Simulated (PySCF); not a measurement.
Species: (SiH3)2PPF2, F2H6P2Si2.
SMILES: `FP(F)P([SiH3])[SiH3]`

Torsions of this conformer, `[F:1][P:2]([F:3])[P:4]([SiH3:5])[SiH3:6]`: F1–P2–P4–Si5 -143°.

The closed-shell ground state was solved at several levels (PySCF, density fitting, gas phase, non-relativistic). Isolated species at its PBE0-D3(BJ)/def2-SVP geometry (one conformer only).

```csv
level,basis functions,HOMO (eV),LUMO (eV),gap (eV),dipole (D)
BP86/pcSseg-1,160,-6.33,-2.02,4.31,1.96
BLYP/pcSseg-1,160,-6.05,-1.73,4.32,1.90
OPBE/pcSseg-1,160,-6.23,-1.82,4.41,1.98
HF/pcSseg-1,160,-9.83,2.40,12.23,2.68
LDA/pcSseg-1,160,-6.33,-2.16,4.17,2.08
```

(1) Estimate the row for PBE/pcSseg-1, a basis of 160 functions; the other rows only guide the guess.

(2) Over all these levels, which gives the widest orbital gap and which the narrowest?

(3) How far do the dipole and the HOMO energy spread over the levels?

Answers

(1) HOMO -6.22 eV, LUMO -1.92 eV, gap 4.30 eV, dipole 1.94 D.

(2) HF/pcSseg-1 (Hartree–Fock, all exact exchange) has the widest, 12.23 eV, and LDA/pcSseg-1 (LDA) the narrowest, 4.17 eV. From the narrowest to the widest the HOMO moves by -3.50 eV and the LUMO by +4.56 eV.

(3) The dipole runs from 1.90 to 2.68 D (mean 2.09 D) and the HOMO from -9.83 to -6.05 eV.
